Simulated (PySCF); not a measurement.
F$_{3}$In, singlet, at a GFN2-xTB geometry (such geometries of metal compounds can be far from the true shape) (all electrons, no relativity), with bond 2-1 at 2.2 times its length; B3LYP/STO-3G (PySCF).

Here is a job for PySCF.
```python
from pyscf import gto, scf, dft

mol = gto.Mole()
mol.atom = '''
    In    0.00000000    0.00000000    0.00000000
    F    -3.69092200   -2.24468394    0.06658626
    F     0.01519865    1.84496979   -0.67264826
    F     1.66249317   -0.82465891    0.64238177
'''
mol.basis = 'sto-3g'
mol.verbose = 3
mol.build()

mf = dft.RKS(mol)
mf.xc = 'b3lyp'
mf.kernel()
mo_i, mo_e, stable_i, stable_e = mf.stability(internal=True, external=True, return_status=True, nroots=6, tol=1e-6)
print('internally stable:', stable_i, ' externally stable:', stable_e)
if not stable_e:
    umf = mf.to_uhf() if not hasattr(mf, 'xc') else mf.to_uks()
    umf.scf_summary = {}
    umf.kernel(umf.make_rdm1(mo_e, umf.mo_occ))
mf.analyze()
```

Question: Write the output that PySCF gives for this input, abridged.

Answer: 
```
SCF not converged.
SCF energy = -5979.44807904867
<class 'pyscf.dft.rks.RKS'> wavefunction has an internal instability
<class 'pyscf.dft.rks.RKS'> wavefunction has an real -> complex instability
<class 'pyscf.dft.rks.RKS'> wavefunction has an RHF/RKS -> UHF/UKS instability
internally stable: False  externally stable: False

SCF not converged.
SCF energy = -5979.45888319459 after 50 cycles  <S^2> = 0.0079853243  2S+1 = 1.0158451
**** MO energy ****
MO #1   energy= -976.540704198529  occ= 2
MO #2   energy= -141.710766927343  occ= 2
MO #3   energy= -134.558820518626  occ= 2
MO #4   energy= -134.558787190462  occ= 2
MO #5   energy= -134.557763051374  occ= 2
MO #6   energy= -25.6998469779663  occ= 2
MO #7   energy= -24.2966533013485  occ= 2
MO #8   energy= -24.2746950085468  occ= 2
MO #9   energy= -24.2517017965501  occ= 2
MO #10  energy= -23.0530043977331  occ= 2
MO #11  energy= -23.0520992217312  occ= 2
MO #12  energy= -23.0478933176175  occ= 2
MO #13  energy= -15.4017493605042  occ= 2
MO #14  energy= -15.401691017149   occ= 2
MO #15  energy= -15.3983770545141  occ= 2
MO #16  energy= -15.3977492208308  occ= 2
MO #17  energy= -15.3968513295314  occ= 2
MO #18  energy= -3.51400405179991  occ= 2
MO #19  energy= -2.45795137735404  occ= 2
MO #20  energy= -2.4576740125621   occ= 2
MO #21  energy= -2.45532664285767  occ= 2
MO #22  energy= -0.981005692214374 occ= 2
MO #23  energy= -0.968165870143102 occ= 2
MO #24  energy= -0.96535658928879  occ= 2
MO #25  energy= -0.265308800754132 occ= 2
MO #26  energy= -0.249835794072449 occ= 2
MO #27  energy= -0.213464747257989 occ= 2
MO #28  energy= -0.212194044432509 occ= 2
MO #29  energy= -0.210521641736382 occ= 2
MO #30  energy= -0.209269451388857 occ= 2
MO #31  energy= -0.18006561503561  occ= 2
MO #32  energy= -0.174817507761827 occ= 2
MO #33  energy= -0.170424762359481 occ= 2
MO #34  energy= -0.150583731288946 occ= 2
MO #35  energy= -0.150116546100952 occ= 2
MO #36  energy= -0.150094336192864 occ= 2
MO #37  energy= -0.140692854114126 occ= 2
MO #38  energy= -0.134340196689794 occ= 2
MO #39  energy= -0.0209447376435443 occ= 0
MO #40  energy= 0.0957164378435705 occ= 0
MO #41  energy= 0.222675833803735  occ= 0
MO #42  energy= 0.291879691732529  occ= 0
 ** Mulliken atomic charges  **
charge of    0In =      0.85193
charge of    1F =     -0.99914
charge of    2F =      0.11062
charge of    3F =      0.03660
Dipole moment(X, Y, Z, Debye): 17.41362, 11.13141, -0.51247
```

Convergence was not reached.
